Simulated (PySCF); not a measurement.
C₄H₉Cl, SMILES C(CCCl)C.

Geometry optimised at PBE0-D3(BJ)/def2-SVP. One conformer was computed; it need not be the lowest.

The numbers are results of PBE0-D3(BJ)/def2-SVP (PySCF 2.14.0), not measurements.

Frequencies are harmonic and unscaled.

```
mode  ν (cm⁻¹)  IR (km/mol)  moving atoms (share of kinetic energy)
----  --------  -----------  --------------------------------------
1           88          0.5                  C 46 %, H 44 %, Cl 9 %
2          134          1.6                 C 40 %, H 31 %, Cl 30 %
3          243          0.5                          H 60 %, C 35 %
4          259          0.2                          H 71 %, C 29 %
5          305          0.6                 C 47 %, H 32 %, Cl 20 %
6          481          1.9                          C 64 %, H 32 %
7          686         15.6                 C 49 %, H 27 %, Cl 24 %
8          757         13.0                          H 80 %, C 18 %
9          828          0.1                          H 59 %, C 41 %
10         886          6.3                          H 67 %, C 31 %
11         941          4.4                          H 74 %, C 25 %
12        1035          7.7                          C 51 %, H 48 %
13        1086          1.1                          H 51 %, C 49 %
14        1097          0.1                          H 69 %, C 30 %
15        1133          2.2                          C 53 %, H 47 %
16        1216          0.8                          H 67 %, C 33 %
17        1253          1.1                          H 73 %, C 27 %
18        1301         15.8                          H 80 %, C 20 %
19        1313          0.9                          H 81 %, C 19 %
20        1334         12.6                          H 84 %, C 16 %
21        1395          1.0                          H 75 %, C 25 %
22        1415          1.6                          H 54 %, C 46 %
23        1448          5.0                           H 91 %, C 9 %
24        1461          4.6                          H 90 %, C 10 %
25        1468          1.3                                  H 94 %
26        1470          8.4                                  H 97 %
27        1481          6.9                           H 91 %, C 9 %
28        3043          9.1                                  H 94 %
29        3050         24.2                                  H 97 %
30        3052         31.9                                  H 94 %
31        3093          3.3                                  H 92 %
32        3102         14.5                                  H 93 %
33        3115         14.7                           H 91 %, C 9 %
34        3140         35.2                           H 91 %, C 9 %
35        3151         20.5                           H 91 %, C 9 %
36        3171          8.6                          H 90 %, C 10 %
```
